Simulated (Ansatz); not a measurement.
Basis sets compared for Te₂Pb₃⁺. Total charge 1; doublet. Geometry PBE0-D4/def2-SVP. Ansatz on 4 threads of AMD EPYC on a shared host; times are rough, and most runs start from earlier orbitals.

```xyz
5

Pb    1.1541   -1.7196    0.4006
Pb   -2.8936    0.0455    1.9513
Pb    0.4843    1.9379   -0.6780
Te   -1.3810   -0.4005   -0.5006
Te    2.6362    0.1367   -1.1733
```

In the def2 sets Pb, Te take a core potential; there is no spin–orbit coupling. Another isomer (doublet) lies 1.24 eV lower at PBE0-D4/def2-TZVP; other spin states weren't run for this one.

| level | functions | energy (Eh) | HOMO (eV) | LUMO (eV) | wall time |
| --- | --- | --- | --- | --- | --- |
| PBE-D4/def2-SVP | 130 | -1114.7228 | -7.81 | -7.58 | 12 s |
| PBE0-D4/def2-SVP | 130 | -1114.6558 | -8.57 | -6.85 | 28 s |

Problem. Estimate the rows for PBE-D4/def2-TZVP (with forces), PBE0-D4/def2-TZVP.

Solution. 
```json
{"level": "PBE-D4/def2-TZVP (with forces)", "functions": "250", "energy (Eh)": "-1114.7627", "HOMO (eV)": "-7.77", "LUMO (eV)": "-7.53", "wall time": "26 s"}
{"level": "PBE0-D4/def2-TZVP", "functions": "250", "energy (Eh)": "-1114.6914", "HOMO (eV)": "-8.52", "LUMO (eV)": "-6.79", "wall time": "3.4 min"}
```
